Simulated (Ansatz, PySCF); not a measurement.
Spectroscopic constants of SbP, closed-shell singlet (lowest of 2S+1 = 1, 3, 5 at CCSD(T)/def2-TZVPP on PBE0 minima; our sources give no spin for the ground state, which may be another). No spin–orbit coupling.

The constants come from a fifth-degree fit in 1/R (seven points, main isotopes). Runs in def2 and cc sets follow the lowest solution found near the PBE0 minimum. The singlet is held restricted.

Correlated levels freeze the inner cores; with def2 sets outer-core shells near the valence are correlated too. CBS: X⁻³ extrapolation of the correlation energy, Hartree–Fock from the larger set. Rows in 3-21G, STO-3G carry no dispersion term and start afresh at each structure; the Pople sets are all-electron and without relativity.

The values were computed with Ansatz (Gaussian orbitals); PySCF for 3-21G rows, STO-3G rows. Values without a source in brackets are computed. In def2 rows elements past Kr take small-core potentials, without spin–orbit coupling.

```json
[
 {"level": "HF/STO-3G", "r_e (Å)": "2.097", "ω_e (cm⁻¹)": "680", "ω_e x_e (cm⁻¹)": "0.73", "dipole (D)": "1.18"},
 {"level": "HF/3-21G", "r_e (Å)": "2.241", "ω_e (cm⁻¹)": "541", "ω_e x_e (cm⁻¹)": "0.98", "dipole (D)": "2.08"},
 {"level": "r2SCAN/def2-TZVPP", "r_e (Å)": "2.194", "ω_e (cm⁻¹)": "531", "ω_e x_e (cm⁻¹)": "1.2", "dipole (D)": "1.53"},
 {"level": "PBE0/def2-TZVPP", "r_e (Å)": "2.183", "ω_e (cm⁻¹)": "(withheld)", "ω_e x_e (cm⁻¹)": "1.2", "dipole (D)": "1.57"},
 {"level": "wB97M-V/def2-TZVPP", "r_e (Å)": "2.162", "ω_e (cm⁻¹)": "574", "ω_e x_e (cm⁻¹)": "1.1", "dipole (D)": "1.45"},
 {"level": "B2PLYP/def2-TZVPP", "r_e (Å)": "2.218", "ω_e (cm⁻¹)": "491", "ω_e x_e (cm⁻¹)": "1.6", "dipole (D)": "-"},
 {"level": "CCSD(T)/def2-TZVPP", "r_e (Å)": "2.217", "ω_e (cm⁻¹)": "501", "ω_e x_e (cm⁻¹)": "1.5", "dipole (D)": "-"},
 {"level": "CCSD(T)/CBS(def2-TZVPP, def2-QZVPP)", "r_e (Å)": "(withheld)", "ω_e (cm⁻¹)": "(withheld)", "ω_e x_e (cm⁻¹)": "1.4", "dipole (D)": "-"}
]
```

### Question
Some entries are withheld; supply them.

### Answer

- CCSD(T)/CBS(def2-TZVPP, def2-QZVPP), r_e (Å): 2.203
- CCSD(T)/CBS(def2-TZVPP, def2-QZVPP), ω_e (cm⁻¹): 513
- PBE0/def2-TZVPP, ω_e (cm⁻¹): 545

Doubts at one or more of the structures used: a restricted determinant that unrestricted orbitals would lower (B2PLYP/def2-TZVPP, CCSD(T)/def2-TZVPP, CCSD(T)/CBS(def2-TZVPP, def2-QZVPP)).

Ansatz is a first-principles code.
